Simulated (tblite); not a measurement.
C6H13FN2Si.
SMILES with atom numbers: `[CH3:1][C:2]1=[N:3][N:4]([SiH:5]([CH3:6])[CH3:7])[CH2:8][C@H:9]1[F:10]` (hydrogens: H11, H12, H13 on C1; H14 on Si5; H15, H16, H17 on C6; H18, H19, H20 on C7; H21, H22 on C8; H23 on C9)

Computed with GFN2-xTB (tblite), gas phase: L-BFGS steps from a force-field or distance-geometry start until the largest atomic force falls under 0.01 eV/Å.

The end geometry, which sets the zero of energy:
```
atom  x, y, z in Å
C1      2.9052    1.7344   -0.5572
C2      1.8706    0.6951   -0.3433
N3      0.6668    0.9249    0.0034
N4     -0.0556   -0.2049    0.0942
Si5    -1.6801   -0.2113    0.7171
C6     -2.3837    1.5185    0.4179
C7     -2.6305   -1.5703   -0.2114
C8      0.7691   -1.3779   -0.1980
C9      2.1344   -0.7880   -0.5505
F10     2.4811   -1.0574   -1.8676
H11     3.7241    1.6055    0.1514
H12     3.3156    1.6477   -1.5631
H13     2.4661    2.7185   -0.4256
H14    -1.6471   -0.5411    2.1573
H15    -1.7121    2.2764    0.8055
H16    -2.5218    1.7134   -0.6413
H17    -3.3453    1.6360    0.9064
H18    -2.2077   -2.5531   -0.0261
H19    -2.6192   -1.4042   -1.2850
H20    -3.6683   -1.5997    0.1038
H21     0.3557   -1.9303   -1.0441
H22     0.8125   -2.0326    0.6741
H23     2.9654   -1.1727    0.0514
```

Question: These geometries come from the run, each turned onto the end geometry. Order them by energy, lowest first.
A.
```
atom  x, y, z in Å
C1      3.2217    1.5145   -0.2377
C2      1.9820    0.7136   -0.1206
N3      0.9249    0.9346    0.5657
N4      0.0626   -0.1144    0.4678
Si5    -1.6573   -0.0904    0.7556
C6     -2.6255    1.3721    0.0622
C7     -2.4232   -1.6284   -0.0496
C8      0.7590   -1.2394   -0.1654
C9      1.8478   -0.5486   -0.9500
F10     1.3763   -0.2076   -2.2131
H11     4.0705    0.9689    0.1853
H12     3.4522    1.6752   -1.2928
H13     3.1388    2.4739    0.2594
H14    -1.8725   -0.1550    2.2039
H15    -1.9920    2.2198   -0.1809
H16    -3.1936    1.1172   -0.8295
H17    -3.3462    1.6940    0.8149
H18    -2.2032   -2.5353    0.5066
H19    -2.1031   -1.7900   -1.0748
H20    -3.5056   -1.5347   -0.0824
H21     0.1077   -1.8658   -0.7710
H22     1.2054   -1.8366    0.6334
H23     2.7685   -1.1107   -1.1175
```
B.
```
atom  x, y, z in Å
C1      2.9791    1.6844   -0.2197
C2      1.9055    0.6556   -0.1890
N3      0.7604    0.8473    0.3388
N4     -0.0322   -0.2300    0.2429
Si5    -1.6821   -0.1155    0.7774
C6     -2.3901    1.4921    0.0668
C7     -2.5015   -1.6806    0.0819
C8      0.6810   -1.3478   -0.3667
C9      2.0020   -0.7284   -0.8240
F10     2.0372   -0.6072   -2.2148
H11     3.8951    1.3145    0.2465
H12     3.2194    1.9600   -1.2467
H13     2.6182    2.5658    0.3044
H14    -1.7338   -0.0599    2.2488
H15    -1.6219    2.2540    0.0125
H16    -2.7725    1.3454   -0.9360
H17    -3.2001    1.8729    0.6748
H18    -2.0763   -2.5919    0.4894
H19    -2.3827   -1.7219   -0.9970
H20    -3.5629   -1.6862    0.2991
H21     0.1382   -1.7409   -1.2223
H22     0.8199   -2.1480    0.3643
H23     2.8951   -1.3066   -0.5621
```
C.
```
atom  x, y, z in Å
C1      2.9894    1.6910   -0.3844
C2      1.9027    0.6887   -0.2802
N3      0.7153    0.9320    0.1109
N4     -0.0614   -0.1647    0.0755
Si5    -1.6685   -0.1412    0.7435
C6     -2.4585    1.5092    0.2577
C7     -2.5681   -1.6374   -0.0048
C8      0.6975   -1.3295   -0.3833
C9      2.0881   -0.7675   -0.6756
F10     2.4075   -0.8834   -2.0221
H11     3.7882    1.4589    0.3218
H12     3.4133    1.6686   -1.3883
H13     2.5965    2.6812   -0.1728
H14    -1.5924   -0.2839    2.2117
H15    -1.8229    2.3334    0.5628
H16    -2.6030    1.5849   -0.8164
H17    -3.4255    1.6356    0.7334
H18    -2.0782   -2.5695    0.2601
H19    -2.6066   -1.5806   -1.0891
H20    -3.5898   -1.6942    0.3554
H21     0.2535   -1.7382   -1.2934
H22     0.7134   -2.1005    0.3882
H23     2.9047   -1.2659   -0.1412
```
D.
```
atom  x, y, z in Å
C1      3.0170    1.6769   -0.3006
C2      1.9220    0.6793   -0.2554
N3      0.7409    0.9147    0.1597
N4     -0.0502   -0.1684    0.0743
Si5    -1.6609   -0.1144    0.7351
C6     -2.4856    1.4932    0.1644
C7     -2.5664   -1.6503    0.0818
C8      0.6944   -1.3196   -0.4424
C9      2.0856   -0.7560   -0.7317
F10     2.3818   -0.8032   -2.0871
H11     3.8686    1.3262    0.2833
H12     3.3509    1.8206   -1.3283
H13     2.6654    2.6231    0.0992
H14    -1.5788   -0.1686    2.2074
H15    -1.8492    2.3460    0.3751
H16    -2.6876    1.4883   -0.9032
H17    -3.4289    1.6446    0.6795
H18    -2.0819   -2.5675    0.4025
H19    -2.6101   -1.6598   -1.0038
H20    -3.5866   -1.6737    0.4508
H21     0.2327   -1.6964   -1.3570
H22     0.7187   -2.1151    0.3036
H23     2.9033   -1.2930   -0.2380
```
E.
```
atom  x, y, z in Å
C1      2.9430    1.7227   -0.4544
C2      1.8852    0.6934   -0.3168
N3      0.6886    0.9251    0.0538
N4     -0.0576   -0.1926    0.0753
Si5    -1.6722   -0.1836    0.7243
C6     -2.4046    1.5158    0.3289
C7     -2.6170   -1.6082   -0.1050
C8      0.7446   -1.3625   -0.2857
C9      2.1134   -0.7768   -0.6325
F10     2.4150   -0.9536   -1.9768
H11     3.7304    1.5576    0.2831
H12     3.3932    1.6632   -1.4452
H13     2.5161    2.7102   -0.3049
H14    -1.6226   -0.4274    2.1798
H15    -1.7380    2.3053    0.6588
H16    -2.5583    1.6459   -0.7385
H17    -3.3610    1.6531    0.8227
H18    -2.1757   -2.5721    0.1307
H19    -2.6374   -1.5096   -1.1870
H20    -3.6461   -1.6292    0.2392
H21     0.3096   -1.8697   -1.1486
H22     0.7939   -2.0583    0.5540
H23     2.9526   -1.2217   -0.0858
```

Answer: E (0.002 eV), C (0.006 eV), D (0.011 eV), B (0.055 eV), A (0.334 eV).

In the order of the answer:

```
step  E above end (eV)  largest force (eV/Å)  rms force component (eV/Å)  rms distance from end (Å)  rms bond change (Å)  bond most changed (Å)
 160             0.002                  0.03                       0.010                      0.118                0.001         Si5–H14 -0.001
 136             0.006                  0.03                       0.007                      0.227                0.001          Si5–C6 +0.002
  96             0.011                  0.03                       0.009                      0.331                0.001          Si5–C6 +0.004
  36             0.055                  0.14                       0.058                      0.448                0.003          C9–F10 +0.008
   6             0.334                  0.41                       0.103                      0.653                0.007           C8–C9 -0.019
```

The cost below is that of the whole relaxation. On an Arm Neoverse V1 with one thread, shared host with 32 logical CPUs at a one-minute load of 11, this took 1.9 s.
